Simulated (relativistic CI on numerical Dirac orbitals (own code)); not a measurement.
## Level scheme of Mo22+

Method of calculation: Dirac-Coulomb-Breit CI, separate exchange-only KLI orbitals for each configuration, model QED (radiative potential, 1s self-energy scaled to tabulated hydrogen-like ionisation energies), unscaled Slater integrals (own radial code, finite nucleus).

CI space (outside the closed core [Ne]): 3s²3p⁶3d², 3s²3p⁵3d³, 3s3p⁶3d³, 3s²3p⁶3d4s, 3s²3p⁶3d4p, 3s²3p⁶3d4d, 3s²3p⁶3d4f, 3s²3p⁵3d²4s, 3s²3p⁵3d²4p, 3s²3p⁶4s², 3s²3p⁶4s4p, 3p⁶3d⁴, 3p⁵3d⁵. Double excitations out of closed p, d and f shells are left out; levels of such configurations are missing from the list, as are those of other unlisted configurations, and high levels can miss mixing partners. These lack a partner that the ground configuration has and come out too high: 3s²3p⁵3d²4s, 3s²3p⁵3d²4p.

The lowest level is 3s²3p⁶3d² ³F2, with 92 % of that term; Hund's rules for 3s²3p⁶3d² give ³F with J = 2, in agreement.

```csv
No.,Configuration,Term,J,E (eV),%,Next component (%),jj configuration (%)
1,3s²3p⁶3d²,³F,2,0.000,92,8 ¹D,3d3/2^2 (89)
2,3s²3p⁶3d²,³F,3,3.418,100,,3d3/2 3d5/2 (100)
3,3s²3p⁶3d²,³F,4,6.441,94,6 ¹G,3d5/2^2 (57)
4,3s²3p⁶3d²,³P,0,8.353,95,5 ¹S,3d3/2^2 (80)
5,3s²3p⁶3d²,¹D,2,8.841,54,40 ³P,3d3/2 3d5/2 (87)
6,3s²3p⁶3d²,³P,1,10.204,100,,3d3/2 3d5/2 (100)
7,3s²3p⁶3d²,³P,2,13.899,60,38 ¹D,3d5/2^2 (96)
8,3s²3p⁶3d²,¹G,4,13.937,94,6 ³F,3d3/2 3d5/2 (57)
9,3s²3p⁶3d²,¹S,0,28.521,95,5 ³P,3d5/2^2 (80)
10,3s²3p⁵3d³,⁵D°,2,119.144,45,41 ⁵F°,3p3/2^3 3d3/2^3 (47)
11,3s²3p⁵3d³,⁵D°,1,119.433,65,26 ⁵F°,3p3/2^3 3d3/2^3 (51)
12,3s²3p⁵3d³,⁵F°,3,120.024,49,39 ⁵D°,3p3/2^3 3d3/2^2 3d5/2 (76)
13,3s²3p⁵3d³,⁵D°,0,120.243,96,4 ³P°,3p3/2^3 3d3/2^2 3d5/2 (47)
14,3s²3p⁵3d³,⁵F°,4,121.565,53,30 ⁵D°,3p3/2^3 3d3/2 3d5/2^2 (54)
15,3s²3p⁵3d³,⁵S°,2,122.059,82,9 ⁵P°,3p3/2^3 3d3/2^2 3d5/2 (51)
16,3s²3p⁵3d³,⁵F°,5,124.096,55,40 ⁵G°,3p3/2^3 3d3/2 3d5/2^2 (57)
17,3s²3p⁵3d³,⁵D°,2,124.656,35,29 ³F°,3p3/2^3 3d3/2^2 3d5/2 (67)
18,3s²3p⁵3d³,⁵F°,1,124.792,44,30 ⁵D°,3p3/2^3 3d3/2^2 3d5/2 (69)
19,3s²3p⁵3d³,⁵D°,3,125.042,37,23 ³F°,3p3/2^3 3d3/2^3 (33)
20,3s²3p⁵3d³,⁵D°,4,125.468,49,22 ⁵G°,3p3/2^3 3d3/2^2 3d5/2 (56)
21,3s²3p⁵3d³,⁵G°,6,127.088,87,12 ³H°,3p3/2^3 3d3/2 3d5/2^2 (49)
22,3s²3p⁵3d³,³G°,3,128.578,61,18 ³F°,3p3/2^3 3d3/2^2 3d5/2 (60)
23,3s²3p⁵3d³,³G°,4,129.625,51,17 ⁵G°,3p3/2^3 3d3/2^2 3d5/2 (57)
24,3s²3p⁵3d³,⁵G°,5,130.069,38,32 ⁵F°,3p3/2^3 3d3/2 3d5/2^2 (49)
25,3s²3p⁵3d³,³F°,2,130.183,47,21 ³D°,3p3/2^3 3d3/2 3d5/2^2 (82)
26,3s²3p⁵3d³,³P°,2,131.435,39,20 ⁵F°,3p3/2^3 3d3/2 3d5/2^2 (35)
27,3s²3p⁵3d³,⁵D°,3,132.017,25,25 ³F°,3p3/2^3 3d3/2^2 3d5/2 (67)
28,3s²3p⁵3d³,⁵D°,4,132.525,32,21 ³F°,3p3/2^3 3d3/2 3d5/2^2 (46)
29,3s²3p⁵3d³,³P°,1,132.687,59,20 ³S°,3p3/2^3 3d3/2^2 3d5/2 (40)
30,3s²3p⁵3d³,³D°,3,133.276,68,10 ⁵D°,3p3/2^3 3d3/2 3d5/2^2 (57)
31,3s²3p⁵3d³,³G°,5,133.467,52,36 ³H°,3p3/2^3 3d3/2^2 3d5/2 (55)
32,3s²3p⁵3d³,¹G°,4,133.792,40,31 ³G°,3p3/2^3 3d3/2^2 3d5/2 (55)
33,3s²3p⁵3d³,³H°,6,133.990,46,31 ³I°,3p3/2^3 3d3/2^2 3d5/2 (65)
34,3s²3p⁵3d³,³P°,0,134.496,64,26 ¹S°,3p3/2^3 3d3/2^3 (55)
35,3s²3p⁵3d³,³D°,2,134.993,44,20 ³P°,3p3/2^3 3d3/2^2 3d5/2 (62)
36,3s²3p⁵3d³,³I°,7,136.554,100,,3p3/2^3 3d3/2 3d5/2^2 (100)
37,3s²3p⁵3d³,³D°,3,136.678,50,23 ³F°,3p3/2^3 3d3/2 3d5/2^2 (60)
38,3s²3p⁵3d³,⁵G°,2,137.619,56,32 ³F°,3p3/2^3 3d3/2^2 3d5/2 (37)
39,3s²3p⁵3d³,³P°,1,137.633,39,22 ⁵D°,3p3/2^3 3d3/2^2 3d5/2 (55)
40,3s²3p⁵3d³,³P°,0,137.700,76,21 ¹S°,3p3/2^3 3d5/2^3 (67)
41,3s²3p⁵3d³,³H°,5,138.013,49,33 ¹H°,3p3/2^3 3d3/2 3d5/2^2 (59)
42,3s²3p⁵3d³,³F°,4,138.453,78,8 ¹G°,3p3/2^3 3d3/2 3d5/2^2 (61)
43,3s²3p⁵3d³,³D°,1,138.626,37,21 ³P°,3p3/2^3 3d3/2 3d5/2^2 (43)
44,3s²3p⁵3d³,⁵P°,3,139.464,61,13 ³D°,3p3/2^3 3d3/2 3d5/2^2 (65)
45,3s²3p⁵3d³,³H°,6,139.501,48,39 ³I°,3p3/2^3 3d5/2^3 (57)
46,3s²3p⁵3d³,⁵P°,2,140.004,30,26 ³P°,3p3/2^3 3d3/2 3d5/2^2 (52)
47,3s²3p⁵3d³,³G°,3,140.541,42,38 ³F°,3p3/2^3 3d3/2 3d5/2^2 (49)
48,3s²3p⁵3d³,³F°,4,140.926,39,24 ³H°,3p3/2^3 3d3/2 3d5/2^2 (65)
49,3s²3p⁵3d³,³D°,3,141.463,31,29 ³F°,3p3/2^3 3d3/2 3d5/2^2 (41)
50,3s²3p⁵3d³,³D°,1,142.158,70,17 ⁵D°,3p3/2^3 3d3/2 3d5/2^2 (50)
51,3s²3p⁵3d³,³I°,5,142.351,37,35 ³G°,3p3/2^3 3d3/2 3d5/2^2 (49)
52,3s²3p⁵3d³,³D°,2,142.574,44,15 ³P°,3p3/2^3 3d3/2 3d5/2^2 (24)
53,3s²3p⁵3d³,³H°,6,142.595,59,40 ¹I°,3p3/2^3 3d3/2 3d5/2^2 (96)
54,3s²3p⁵3d³,¹F°,3,143.014,26,25 ⁵G°,3p3/2^3 3d3/2 3d5/2^2 (30)
55,3s²3p⁵3d³,¹D°,2,143.658,38,27 ³F°,3p3/2^3 3d3/2 3d5/2^2 (69)
56,3s²3p⁵3d³,³G°,4,144.362,35,27 ³H°,3p3/2^3 3d3/2 3d5/2^2 (47)
57,3s²3p⁵3d³,³D°,1,145.476,26,25 ³P°,3p3/2^3 3d3/2 3d5/2^2 (52)
58,3s²3p⁵3d³,³F°,4,146.022,52,21 ³G°,3p3/2^3 3d3/2 3d5/2^2 (36)
59,3s²3p⁵3d³,³G°,5,146.063,56,21 ¹H°,3p3/2^3 3d5/2^3 (45)
60,3s²3p⁵3d³,³P°,0,146.126,40,37 ⁵D°,3p3/2^3 3d3/2 3d5/2^2 (59)
61,3s²3p⁵3d³,¹D°,2,146.330,30,28 ³D°,3p3/2^3 3d5/2^3 (48)
62,3s²3p⁵3d³,⁵D°,3,147.223,48,16 ³D°,3p1/2 3p3/2^4 3d3/2 3d5/2^2 (33)
63,3s²3p⁵3d³,⁵D°,4,148.350,40,27 ³F°,3p3/2^3 3d5/2^3 (29)
64,3s²3p⁵3d³,⁵P°,1,149.158,24,23 ³P°,3p3/2^3 3d3/2 3d5/2^2 (51)
65,3s²3p⁵3d³,³G°,5,150.103,53,20 ³I°,3p3/2^3 3d3/2 3d5/2^2 (59)
66,3s²3p⁵3d³,³F°,2,150.317,28,27 ³D°,3p3/2^3 3d3/2 3d5/2^2 (29)
67,3s²3p⁵3d³,³F°,3,150.334,41,33 ³G°,3p3/2^3 3d3/2 3d5/2^2 (50)
68,3s²3p⁵3d³,³P°,2,151.075,20,19 ³F°,3p3/2^3 3d3/2 3d5/2^2 (25)
69,3s²3p⁵3d³,³G°,3,151.437,54,12 ¹F°,3p3/2^3 3d3/2^2 3d5/2 (48)
70,3s²3p⁵3d³,³P°,1,151.863,69,12 ³D°,3p3/2^3 3d3/2 3d5/2^2 (44)
```

Energies count from the lowest computed level; ° marks odd parity. Filled j subshells are mostly left out of the jj labels.

The mean weight of the leading LS term, summed over parents, in these 70 levels is 54 %, and that of the leading jj configuration (from the same eigenvectors) 57 %.

At this charge energies of transitions that change n are usually good to better than 1 %, and those within a shell (Δn = 0) to a few per cent. Terms inside the open d or f shell come out 10 to 20 % too wide with unscaled integrals.

Landé's interval rule says that E(J) − E(J−1) = AJ with one A. For the ground term the intervals give A = 9188.1, 6096.5 cm⁻¹ for J = 3, 4; the multiplet is regular.

LS names give the leading component of a level, which can be under half, so a name can repeat, a term be missing and a line seem to break the LS rules.
